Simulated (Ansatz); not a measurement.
Start from `SS` and change one atom or group to get `S[S][GeH3]`.

Ansatz, PBE0-D4/def2-TZVP geometries, multiplicity 1. Each molecule was computed in one conformer, which needn't be the lowest.

Scalar relativity is left out up to krypton.

```tsv
property	`SS`
size of the dipole moment (B3LYP/def2-TZVPP) / D	1.18
HOMO energy (PBE/def2-TZVPP) / eV	-6.27
HOMO energy (ωB97M-V/def2-TZVPP) / eV	-9.70
zero-point energy (PBE0-D4/def2-TZVP) / kJ/mol	48.7
HOMO–LUMO gap (PBE0/def2-TZVPP) / eV	6.63
HOMO–LUMO gap (ωB97M-V/def2-TZVPP) / eV	10.92
```

**Question.** What does the change do to each property? (Estimate.)

**Answer.** The calculation gave: 
```json
{"property": "size of the dipole moment (B3LYP/def2-TZVPP) / D", "`S[S][GeH3]`": "1.43", "shift": "0.25"}
{"property": "HOMO energy (PBE/def2-TZVPP) / eV", "`S[S][GeH3]`": "-5.99", "shift": "0.28"}
{"property": "HOMO energy (ωB97M-V/def2-TZVPP) / eV", "`S[S][GeH3]`": "-9.27", "shift": "0.43"}
{"property": "zero-point energy (PBE0-D4/def2-TZVP) / kJ/mol", "`S[S][GeH3]`": "90.7", "shift": "42.0"}
{"property": "HOMO–LUMO gap (PBE0/def2-TZVPP) / eV", "`S[S][GeH3]`": "6.15", "shift": "-0.48"}
{"property": "HOMO–LUMO gap (ωB97M-V/def2-TZVPP) / eV", "`S[S][GeH3]`": "10.33", "shift": "-0.59"}
```

With PBE0 the HOMO rises by 0.36 eV and the LUMO falls by 0.12 eV, so the gap narrows by about 0.48 eV. PBE moves the HOMO by 0.28 eV and ωB97M-V by 0.43 eV. The zero-point energy changes by 42.0 kJ/mol with +9 modes. Dipoles are sizes alone; their direction can turn.

B3LYP here is the variant with VWN-RPA as its local correlation; programs differ in this.
